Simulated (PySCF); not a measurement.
Badger's rule along the fifth-period p block: bonds to C

CCSD(T) in PySCF with x2c-SVPall on every atom, spin-free X2C, for the lowest determinant that a PBE0 search found; no spin–orbit coupling. Badger's rule says that Re = d + c·k^(−1/3) for bonds between atoms of fixed rows.

```csv
molecule,state (unpaired electrons),Re (Å),k (mdyn/Å)
TeC,singlet (closed shell),1.916,4.56
SnC,"triplet (σ ↑, π ↑)",2.038,?
CI,doublet (π ↑),2.061,?
InC,"quartet (σ ↑, π ↑↑)",2.217,1.54
```

Fix c and d from TeC and InC.

c = (2.217 − 1.916)/(1.54^(−1/3) − 4.56^(−1/3)) = 1.145, d = 1.916 − c·4.56^(−1/3) = 1.226 Å.

Predict k of the others and set the computed values beside them.



```
molecule  k by the rule  k computed  difference (%)
     SnC           2.80        2.78               1
      CI           2.57        2.42               7
```

The rule misses by 4 % on average, well for two fitted constants.

Correlated steps freeze 19 core orbitals. UHF and ROHF references stand side by side, which adds small steps between rows. Spin–orbit coupling is left out. The CCSD T1 diagnostic is raised in SnC, TeC, a sign that a single reference may not be enough there. States were picked by a PBE0 search and need not be the measured ground states.
